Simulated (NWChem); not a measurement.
GeS, singlet; SMILES [Ge]=[S]

```xyz
2

Ge     0.0000     0.0000    -0.6698
S      0.0000     0.0000     1.3482
```
Atoms are numbered in this order, from 1.

Low-valent species are run as closed-shell singlets; no triplet was tried in these runs. All runs use the structure optimised with PBE0/def2-SVP.

Give the principal values of the shielding tensors (ppm) of Ge1, S2 from PBE0/pcSseg-1, GIAO (NWChem), with their diamagnetic and paramagnetic parts as GIAO splits them.


| atom | σ11 | σ22 | σ33 | isotropic | diamagnetic | paramagnetic |
|---|---|---|---|---|---|---|
| Ge1 | -871.4 | -871.4 | 2762.3 | 339.9 | 2757.3 | -2417.5 |
| S2 | -893.9 | -893.9 | 1063.1 | -241.6 | 1058.7 | -1300.3 |
